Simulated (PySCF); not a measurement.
# Structure from 2D NMR

Compound of formula C6H10O2Si. Correlations simulated from computed shifts and the bond graph:

HSQC (one-bond C–H):
| δH | δC |
| --- | --- |
| 10.49 | 214.7 |
| 6.02 | 133.9 |
| 5.71 | 133.9 |
| 4.59 | 84.0 |
| 4.50 | 78.7 |
| 4.49 | 78.7 |
| 1.44 | 9.6 |
| 1.14 | 9.6 |

COSY cross peaks (H two or three bonds apart, from the bond graph; peaks can be absent where the dihedral angle is near 90°):
| δH | δH |
| --- | --- |
| 10.49 | 4.59 |
| 6.02 | 5.71 |
| 4.59 | 1.44 |
| 4.59 | 1.14 |
| 4.54 | 4.29 |
| 4.54 | 1.44 |
| 4.54 | 1.14 |
| 4.50 | 4.49 |
| 4.29 | 1.44 |
| 4.29 | 1.14 |
| 1.44 | 1.14 |

HMBC (two and three bonds, from the bond graph):
| δH | δC |
| --- | --- |
| 10.49 | 84.0, 9.6 |
| 6.02 | 149.9, 78.7 |
| 5.71 | 149.9, 78.7 |
| 4.59 | 214.7, 78.7, 9.6 |
| 4.54 | 149.9, 133.9, 84.0, 78.7, 9.6 |
| 4.50 | 149.9, 133.9, 84.0 |
| 4.49 | 149.9, 133.9, 84.0 |
| 4.29 | 149.9, 133.9, 84.0, 78.7, 9.6 |
| 1.44 | 214.7, 149.9, 84.0 |
| 1.14 | 214.7, 149.9, 84.0 |

Carbons without hydrogens: δ 149.9.

PySCF calculation with geometry from GFN2-xTB and shielding tensors at PBE0/pcSseg-1 (GIAO); non-relativistic, one conformer, isolated molecule.

Shifts are taken against calculated references (same method and geometry level): TMS for $^{1}$H (σ = 31.72 ppm) and $^{13}$C (σ = 186.93 ppm).

Exchangeable hydrogens are left out of these lists.

Which molecule is this?

Results:

SMILES C=C1CO[C@H](C=O)C[SiH2]1.

Structure with atom numbers: `[CH2:1]=[C:2]1[CH2:3][O:4][C@H:5]([CH:6]=[O:7])[CH2:8][SiH2:9]1`. Hydrogens are named by the atom that carries them. Ha(C1) is cis to C3; Ha(C3), Ha(C8), Ha(Si9) are cis to C6 on the ring; Hb(C1) is trans to C3; Hb(C3), Hb(C8), Hb(Si9) are trans to C6 on the ring.

δC 214.7 is C6, an aldehyde carbonyl carbon (δH 10.49). δC 149.9 is C2, a fully substituted alkene carbon. δC 133.9 is C1, a terminal =CH2 carbon (δH 6.02, 5.71). δC 84.0 is C5, an sp3 CH bonded to O, α to a carbonyl (δH 4.59). δC 78.7 is C3, an allylic sp3 CH2 bonded to O (δH 4.50, 4.49). δC 9.6 is C8, an sp3 CH2 bonded to Si (δH 1.14, 1.44). HMBC from δH 6.02 reaches the proton-free carbon C2. HMBC from δH 5.71 reaches the proton-free carbon C2. HMBC from δH 4.54 reaches the proton-free carbon C2. HMBC from δH 4.50 reaches the proton-free carbon C2. COSY links 10.49–4.59, 6.02–5.71, 4.59–1.44, 4.59–1.14, 4.54–4.29, 4.54–1.44.

The shifts were computed for this structure.

Shifts are as computed. Against solution values, carbons near 30 ppm lie about +3 ppm off and those near 130 ppm about +5 ppm. Of 1309 compounds with measured shifts, 239 miss one by over three times the rms of a fit or turn the order of signals round; such compounds aren't used in these exercises.
